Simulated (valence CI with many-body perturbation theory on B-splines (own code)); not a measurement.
# Forbidden lines of Gd LI

Method: relativistic CI+MBPT: four valence electrons over a frozen Dirac-Fock core [Ne], radial functions for each j: 11 s, 11 p, 9 d, 7 f, 5 g, 2 h, 1 i, with the one-electron correlation potential Σ1 (screened to all orders), the two-electron term Σ2, the three-electron term Σ3, Breit, model QED; selected single and double excitations, second order for the rest (own B-spline code, finite nucleus).

No measured spectrum was set against this ion. As an estimate, large intervals hold to a few tenths of a per cent, small ones and those within an open d or f shell to about a per cent.

Lines 1 to 8 of 8 in falling wavelength, among levels below 780.19 eV, chosen from the decays that carry over 1 % of a level's rate. Wavelengths and rates use the calculated energies. Electric multipoles are in the length gauge, E1 and E2 with the static RPA response of the core. S is in atomic units (e²a₀⁴ for E2 and M2, e²a₀⁶ for E3), for M1 in squared Bohr magnetons. Weak lines are less certain than strong ones. Lines between different terms over intervals too small for the method are left out, as are lines whose strength nearly cancels.

Levels are named by their leading jj configuration (3d3/2^4 stands for four electrons in 3d with j = 3/2), which in mixed levels can hold well under half, so a name can repeat and another be missing.

| λ vac (Å) | Upper | Lower | Type | A (s⁻¹) | S (a.u.) |
| --- | --- | --- | --- | --- | --- |
| 135.7 | (3s^2 3p3/2 3d5/2) J=4 | (3s 3p1/2 3p3/2^2) J=3 | M1 | 4.85e+05 | 4.04e-01 |
| 74.47 | (3s^2 3p3/2 3d5/2) J=4 | (3s^2 3p1/2 3d5/2) J=3 | M1 | 2.58e+07 | 3.55e+00 |
| 72.50 | (3s^2 3p1/2 3p3/2) J=1 | (3s^2 3p1/2^2) J=0 | M1 | 3.27e+07 | 1.39e+00 |
| 70.13 | (3s^2 3p3/2^2) J=2 | (3s^2 3p1/2 3p3/2) J=2 | M1 | 2.68e+07 | 1.71e+00 |
| 69.30 | (3s^2 3p1/2 3p3/2) J=2 | (3s^2 3p1/2^2) J=0 | E2 | 2.90e+05 | 2.07e-03 |
| 67.12 | (3s^2 3p3/2^2) J=2 | (3s^2 3p1/2 3p3/2) J=1 | M1 | 2.78e+07 | 1.56e+00 |
| 63.94 | (3s^2 3p3/2^2) J=0 | (3s^2 3p1/2 3p3/2) J=2 | E2 | 1.13e+06 | 1.08e-03 |
| 61.43 | (3s^2 3p3/2^2) J=0 | (3s^2 3p1/2 3p3/2) J=1 | M1 | 6.78e+07 | 5.83e-01 |
